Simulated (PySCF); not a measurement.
Coordinates in bohr (charge 0 multiplicity 1):
```
Mo    0.0000    0.0000    0.0855
O     2.5195    0.0000    1.9634
O    -2.5195    0.0000    1.9634
F     0.0000    2.8625   -1.8748
F     0.0000   -2.8625   -1.8748
```

Method: PBE0/[Mo def2-TZVP with ECP28, O def2-TZVP, F def2-TZVP], scalar-relativistic core potentials, density fitting, no spin–orbit coupling, PySCF.

This geometry of MoO2F2 is a stationary point at this level.

What is the point group?

C2v.

Is it a minimum?

Yes: all harmonic wavenumbers are real.

What are the dipole moment and the gap between the highest occupied and lowest empty levels?

0.91 D and 6.81 eV.

Give the atomic charges and bond orders.


```tsv
atom	Mulliken	Löwdin	polar tensor	Mayer order to Mo1
Mo1	1.91	0.98	2.64	–
O2,3	-0.51	-0.25	-0.68	1.92
F4,5	-0.44	-0.24	-0.64	0.81
```

What is the atomisation energy, with and without zero-point energy?

2186 kJ/mol without, 2157 kJ/mol with.

This need not be the most stable arrangement of these atoms.
